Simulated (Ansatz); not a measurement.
```yaml
crystal:
  periodic: [false, false, false]
  atoms:
    - {symbol: O, position_ang: [0.615741, 0.741955, 1.428381]}
    - {symbol: Hf, position_ang: [-0.157690, -0.320776, 0.045145]}
    - {symbol: O, position_ang: [0.137246, 0.511668, -1.672898]}
    - {symbol: I, position_ang: [0.803417, -2.865194, 0.127677]}
    - {symbol: I, position_ang: [-2.891962, -0.259650, 0.500725]}
    - {symbol: H, position_ang: [1.099815, 1.298545, 1.981386]}
    - {symbol: H, position_ang: [0.431819, 0.984400, -2.414062]}
basis:
  gaussian: {orbitals: ANO-RCC-VTZP}
total_charge: -1
magnetization: {spin_polarized: true, initial_magnetization: 2}
hamiltonian: {xc: {name: r2SCAN0}}
accuracy: high
scf: {lower_state_search: full}
output: {forces: true}
```

```sh
$ ansatz run in.yaml --threads 4 --pin off --events-out ev --progress --plain --max-ram 11315MiB
```

Shortened log:

```
Error: a molecule whose nuclei and cores have a total charge of 196 cannot have a net charge of -1 together with 2 unpaired electrons
```

Problem. What is wrong with this run?

Solution. The number of unpaired electrons doesn't fit the electron count. The program refused the input.
